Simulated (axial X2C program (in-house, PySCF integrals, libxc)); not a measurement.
**MnH: cheaper levels and CCSD(T), two-component**

All values were computed with an axial X2C code built on PySCF integrals. Two-component (2c) means X2C with spin–orbit coupling and atomic mean-field two-electron Coulomb and Gaunt terms. Basis: Mn dyall-cv3z [9s10p6d3f2g], H dyall-v3z [6s2p1d] (cores contracted in-house); Gaussian nuclei, density fitting, unrestricted open shells. Masses: Mn 54.938 u, H 1.008 u.

State: Ω = 3 (⟨Sz⟩ = 3.00, ⟨Lz⟩ = 0.00 at HF); fragments Mn + H.

| level | Re (Å) | ωe (cm⁻¹) | De (eV) |
| --- | --- | --- | --- |
| PBE0 | 1.722 | 1555.0 | 1.84 |
| HF | 1.778 | 1550.0 | 1.49 |
| MP2 | 1.730 | 1605.2 | 1.66 |
| CCSD | 1.740 | 1560.2 | 1.68 |
| B3LYP | 1.730 | 1510.9 | 1.65 |

Correlated methods: 8 electrons correlated (number of frozen shells: Mn 3 s, 2 p; H none), 194 virtual spin orbitals or spinors in MP2, 82 natural virtuals in coupled cluster.

CCSD(T), same Hamiltonian and basis:

Re = 1.739 Å, ωe = 1557.9 cm⁻¹, De = 1.66 eV; T1 = 0.018 (Lee–Taylor normalisation).

Problem. Give the differences from CCSD(T) in the columns below.

Solution. 

```csv
level,ΔRe (Å),Δωe (cm⁻¹),ΔDe (eV)
PBE0,-0.017,-3,0.18
HF,0.039,-8,-0.17
MP2,-0.009,47,0.00
CCSD,0.001,2,0.02
B3LYP,-0.009,-47,-0.01
```

Occupations by symmetry block were frozen at the best pattern of an incomplete PBE0 search. De is counted from the lowest determinant-based energies of the atoms at the same level, without counterpoise correction. Density functionals use the spin component along the axis (collinear). CCSD and (T) use frozen natural virtuals with an MP2 correction for the truncation; (T) itself is uncorrected, so its De runs slightly low. Other states lie close and PBE0, whose exact exchange favours high spin, may order them wrongly; the determinant shown need not be the ground state. The nearest other 2c determinant of the search, Ω = 2, lies 0.29 eV up at the distance of the search. With several unpaired electrons one determinant need not be a pure state. Open-shell Ω = 0 determinants with evenly filled partner blocks cannot be reached by this program, so the Ω shown need not be the lowest component.
